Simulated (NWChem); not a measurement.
# C₃H₃BO₂; SMILES C#CB(O)C=O

```xyz
9

C      0.9544     2.3510     0.2733
C      0.3407     1.3220     0.0751
B     -0.4397     0.0372    -0.1721
O     -1.7972    -0.0070    -0.1988
C      0.2862    -1.3731    -0.4217
O      1.4970    -1.5169    -0.4314
H      1.5107     3.2460     0.4461
H     -2.2046     0.8601    -0.0446
H     -0.3767    -2.2573    -0.5936
```
Atoms are numbered in this order, from 1.

Computed with NWChem. Coordinates come from a B3LYP/6-31G* (spherical d) optimisation. Atomic charges in e: unrestrained fits to the electrostatic potential beside Mulliken populations; buried atoms are poorly determined by the fit.

**Question.** Estimate the computed values for B3LYP/def2-SVP. Quantities: ESP C1; Mulliken C1; ESP C2; Mulliken C2; ESP B3; Mulliken B3; ESP O4; Mulliken O4; ESP C5; Mulliken C5; relative RMS misfit of the potential (%).

**Answer.** 
```
Item                                      Result
----------------------------------------  ------
ESP C1                                     -0.22
Mulliken C1                                -0.12
ESP C2                                     -0.24
Mulliken C2                                 0.15
ESP B3                                      0.51
Mulliken B3                                -0.17
ESP O4                                     -0.63
Mulliken O4                                -0.07
ESP C5                                      0.35
Mulliken C5                                 0.21
relative RMS misfit of the potential (%)      19
```
